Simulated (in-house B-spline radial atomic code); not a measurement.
The numbers below are computed, except where a source is named.
## Correlation energy from the adiabatic connection: −Z exp(−kr)/r, Z = 4.87, k = 0.321

Two electrons in a singlet, external potential −Z exp(−kr)/r, Z = 4.87, k = 0.321 (atomic units). Full CI in B-splines (partial waves to l = 8, correlation up to 0.6 % small) with the density held fixed gives W(λ) = <V_ee>_λ − U, and E_c is the integral of W(λ) − W(0) from 0 to 1.

```csv
λ,W(λ) − W(0) (hartree)
0,0.00000
0.02,-0.00187
0.05,-0.00468
0.12,-0.01116
0.25,-0.02300
0.4,-0.03637
0.6,-0.05370
0.8,-0.07050
1,-0.08679
```

(1) Integrate the table by the trapezoid rule.

(2) Now use only three numbers: W(0) = -2.8076, the initial slope W'(0) = -0.0939 (extrapolated from the first points) and the strong-coupling limit of the point-charge-plus-continuum model, W∞ = -3.9905. What do second-order theory and the interpolation W(λ) = W∞ + (W(0) − W∞)/√(1 + 2χλ) of Seidl, Perdew and Levy give?

Answers

(1) The strips give -0.00002, -0.00010, -0.00055, -0.00222, -0.00445, -0.00901, -0.01242, -0.01573, which sum to -0.04450 hartree. The direct value, W(1) − W(0) + T_c with T_c = 0.04226, is -0.04453; the curve is convex, so chords lie above it and the trapezoids fall short in size by 0.07 %.

(2) Second order keeps the slope alone: E_c = W'(0)/2 = -0.04695, +5 % in size against -0.04453. Matching the slope fixes χ = W'(0)/(W∞ − W(0)) = -0.0939/(-1.18290) = 0.07938. Integrating, with s = √(1 + 2χ) = 1.076458, E_c = −(W(0) − W∞)(s − 1)/(s + 1) = −1.18290 × 0.076458/2.076458 = -0.04356 hartree, -2.2 % in size against the full result. At λ = 1 the formula gives W − W(0) = -0.08402 against -0.08679. Part of the miss can come from the model's W∞.
